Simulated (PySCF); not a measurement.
An unknown shows these calculated signals:

1H NMR (500 MHz, computed): δ 7.37 (m, 1H), 7.27 (m, 1H), 7.11 (t, 1H), 4.82 (m, 2H), 4.62 (m, 2H).

13C{1H} NMR (computed): δ 157.5 (C), 153.3 (CH), 153.1 (CH), 143.8 (CH).

PySCF calculation with GFN2-xTB geometry and NMR shieldings at PBE0/pcSseg-1/GIAO; fast rotation and ring inversion assumed for equivalent nuclei, isolated molecule, relativity neglected, a single conformation.

δ = σ(ref) − σ, references computed at the same level: 1H (σ = 31.72 ppm), 13C (σ = 186.93 ppm) vs TMS.

Task: Which of these does the molecule contain: a non-aromatic C=C double bond, a Si–H bond, a three-membered ring, a tert-butyl group, an aldehyde?

Result: 
- A non-aromatic C=C double bond: yes.
- A Si–H bond: yes (δH 4.82 (m)).
- A three-membered ring: no.
- A tert-butyl group: no.
- An aldehyde: no.

The data belong to SMILES ClC1=C[SiH2]C=C[SiH2]1, C4H7ClSi2; they needn't prove each group on their own.

Carbon signals by region: 4 in the sp2 and nitrile region (100–160 ppm).

Carbons that carry Cl, above all several Cl atoms, come out too deshielded, partly because spin–orbit coupling is missing. Shifts are as computed. Against solution values, carbons near 30 ppm lie about +3 ppm off and those near 130 ppm about +5 ppm; carbons on Cl a further +6 ppm (rms about the fit 2.1 ppm; single classes can miss by 10 ppm). Of 1328 compounds with measured shifts, 309 miss one by over three times the rms of a fit or turn the order of signals round; such compounds aren't used in these exercises. Signals without a measured value on file couldn't be tested in this way; 1H shifts scatter by 0.2 ppm about their fit, and single ones miss by 0.5 ppm. Multiplicities follow the n + 1 count of equivalent neighbours, as no J values were calculated; m marks all less simple cases, F and P coupling included.
